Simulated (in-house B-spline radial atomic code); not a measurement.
**Ru5+: [Kr] 4d2 6f1 (an excited or competing configuration)**

Level of theory: Dirac-Hartree-Fock, average of configuration, Fermi nucleus of rms radius 4.4809 fm; calculated with a B-spline radial code for spherical atoms.

Screening seen three ways: the hydrogenic charge with the same mean radius, Z_r = [3n² - l(l+1)]/(2<r>), the one with the same energy, Z_e = n√(-2ε), and Slater's rules. Values are occupation-weighted means over j. An effective charge above Z reflects the relativistic contraction of the inner shells.

```
shell  electrons   ε (eV)  <r> (bohr)    Z_r    Z_e  Slater
   1s          2   -22338     0.03343  44.87  40.52   43.70
   2s          2  -3366.4       0.145  41.37  31.46   39.85
   2p          6  -3019.2      0.1268  39.42  29.79   39.85
   3s          2   -698.4      0.3996  33.79  21.49   32.75
   3p          6  -580.94      0.4001  31.24  19.60   32.75
   3d         10  -391.13      0.3825  27.45  16.08   22.85
   4s          2  -174.66      0.9909  24.22  14.33   16.25
   4p          6  -136.87       1.069  21.51  12.69   16.25
   4d          2  -87.162       1.271  16.52  10.12    7.65
   6f          1  -15.113       7.005   6.85   6.32    6.00
```

The least bound orbital is 6f7/2 at -15.11 eV, and it is also the most diffuse (<r> = 7.005 bohr).

Spin-orbit splittings of the orbital energies (j = l + 1/2 above j = l - 1/2 when positive): 2p 131.7 eV, 3p 23.18 eV, 3d 4.454 eV, 4p 3.952 eV, 4d 0.504 eV, 6f 0.001024 eV.

For the 1s electron the small component carries 2.58 % of the norm, the zero-frequency Breit interaction raises the level by 44.96 eV, self-energy by 24.78 eV, and vacuum polarisation lowers it by 2.96 eV.
